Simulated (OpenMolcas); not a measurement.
Computed levels of 3s2 3p3 in ions with 15 electrons, in cm-1 above 4S* 3/2.

```yaml
Program: OpenMolcas
Method: CASSCF
Basis: ANO-R3
Scalar_Hamiltonian: X2C, finite nucleus
Spin-orbit_coupling: state interaction with AMFI integrals over the reference wave functions, term energies averaged over their components
```

Active space for each ion: 3 electrons in 3 orbitals (3p).

```tsv
Level	P	Cl2+
2D* 3/2	15356	22731
2D* 5/2	15362	22774
2P* 1/2	25405	37810
2P* 3/2	25413	37867
```

**Question.** Estimate 2D* 3/2, 2D* 5/2 for S+ from its neighbours P and Cl2+.

**Answer.** 2D* 3/2 is another term, which grows about linearly with the charge: (15356 + 22731) / 2 = 19044. The calculation gives 19239, so the estimate is off by -1.0 %; the measured value is 14853 (NIST Handbook of Basic Atomic Spectroscopic Data).
2D* 5/2 is another term, which grows about linearly with the charge: (15362 + 22774) / 2 = 19068. The calculation gives 19257, so the estimate is off by -1.0 %; the measured value is 14885 (NIST Handbook of Basic Atomic Spectroscopic Data).

With the s shell closed, the reference lacks s² → p² mixing. Without dynamic correlation excited terms often stand tens of per cent too high (terms of higher spin than the ground term too low), and those without a measured partner can miss by more than the paired ones (holds for P; S+). Computed and measured levels are paired by configuration, term and J; levels that our copy of the source lacks, or whose pairing is in doubt (as where it misses far off the trend of its configuration), stay unpaired and out of the deviations. Only configurations of the active space appear.

* marks odd parity.
